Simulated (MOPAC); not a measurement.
MOPAC input (AM1):

```
AM1 1SCF GEO-OK AUX(PRECISION=9) THREADS=1
BrCl

Cl   -0.00000000 1   -0.00000000 1   -1.45740920 1
Br    0.00000000 1    0.00000000 1    0.70788447 1
```

Question: What heat of formation does the run end on, and which ionisation energy by Koopmans theorem?

Answer: -7.56 kcal/mol; 11.38 eV.
